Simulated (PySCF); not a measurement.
# UHF on P⁺ (phosphorus, charge +1)

Configuration: [Ne] 3s2 3p2, high-spin 3P determinant. Computed with PySCF 2.14 in cc-pV(T+d)Z (5s4p3d1f, 39 functions), with no relativity, point nucleus.

```
Total energy                                                  : -340.352037 hartree
One-electron energy                                           : -465.7753 hartree
Hartree (Coulomb) energy                                      : 147.7889 hartree
Exchange energy                                               : -22.3656 hartree
Kinetic energy                                                : 340.32057 hartree
⟨S²⟩                                                          : 2.0132
⟨L²⟩                                                          : 2.039
Sum of ⟨r⟩                                                    : 12.10 bohr
Sum of ⟨r²⟩                                                   : 20.96 bohr²
Traceless quadrupole moment −½Σ⟨3z² − r²⟩ along its main axis : 2.14 e·bohr²
Density at the nucleus (Gaussians lack the cusp)              : 2150 bohr⁻³
Spin density at the nucleus                                   : 0.0761 bohr⁻³
Langevin diamagnetic susceptibility                           : -16.6 ×10⁻⁶ cm³/mol
Time after the integrals                                      : 0.1 s of wall time on 1 thread of Neoverse-V2 (shared host)
```

```csv
shell,electrons,mean orbital energy (eV),spread (eV),"rms radius, mean of both spins (bohr)"
1s α,1,-2187.5,0,0.120
1s β,1,-2187.1,0,0.120
2s α,1,-215.61,0,0.562
2s β,1,-215.12,0,0.562
2p α,3,-158.32,0.432,0.540
2p β,3,-157.45,0.550,0.540
3s α,1,-30.975,0,1.99
3s β,1,-25.434,0,1.99
3p α,2,-19.732,0,2.31
```
